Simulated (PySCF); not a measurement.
The same groups moved round the core (azulene silyl). Isolated molecules, 0 K electronic values unless said otherwise. Strings in code marks are SMILES.

The S1 excitation (TDA) from two functionals at the same geometries (PBE0-D3(BJ)/def2-SVP), both in PySCF: PBE-D3(BJ)/def2-TZVP and PBE0-D3(BJ)/def2-TZVP. Excitations are Tamm–Dancoff values on a coarser integration grid. The basis has no diffuse functions, so Rydberg states are missing or too high.

| species | PBE0-D3(BJ)/def2-TZVP (eV) |
|---|---|
| `[SiH3]c1cc2cccccc-2c1` | 2.41 |
| `[SiH3]c1ccc2cccc-2cc1` | 2.40 |
| `[SiH3]c1ccc2cccccc1-2` | 2.51 |
| `[SiH3]c1cccc2cccc-2c1` | 2.47 |
| `[SiH3]c1c2cccc-2cccc1` | 2.40 |

### Question
What does PBE-D3(BJ)/def2-TZVP give for each?

### Answer

- `[SiH3]c1cc2cccccc-2c1`: 2.28
- `[SiH3]c1ccc2cccc-2cc1`: 2.29
- `[SiH3]c1ccc2cccccc1-2`: 2.36
- `[SiH3]c1cccc2cccc-2c1`: 2.34
- `[SiH3]c1c2cccc-2cccc1`: 2.28
Over these rows, drawn at random from the members with no instability flagged (it was tested for open shells, ions and some series alone), PBE minus PBE0-D3(BJ): mean -0.13 eV, from -0.15 eV to -0.12 eV.
